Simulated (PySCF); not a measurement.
Constitutional and geometric isomers with formula H2Cl2Si2. Gas-phase values, no solvent. Strings in code marks are SMILES.

The HOMO from two functionals at the same geometries (PBE0-D3(BJ)/def2-TZVP), both in PySCF: PBE-D3(BJ)/def2-TZVP and ωB97X-D3(BJ)/def2-TZVP. 

```json
[
 {"species": "`Cl/[SiH]=[SiH]/Cl`", "ωB97X-D3(BJ)/def2-TZVP (eV)": "-8.33"},
 {"species": "`[SiH](/Cl)=[SiH]/Cl`", "ωB97X-D3(BJ)/def2-TZVP (eV)": "-8.36"},
 {"species": "`Cl[Si](Cl)=[SiH2]`", "ωB97X-D3(BJ)/def2-TZVP (eV)": "-8.51"}
]
```

Task: What does PBE-D3(BJ)/def2-TZVP give for each?

Result: 
- `Cl/[SiH]=[SiH]/Cl`: -5.51
- `[SiH](/Cl)=[SiH]/Cl`: -5.54
- `Cl[Si](Cl)=[SiH2]`: -5.68
Over these rows, drawn at random from the members with no instability flagged (it was tested for open shells, ions and some series alone), PBE minus ωB97X-D3(BJ): mean +2.82 eV, from +2.82 eV to +2.84 eV.
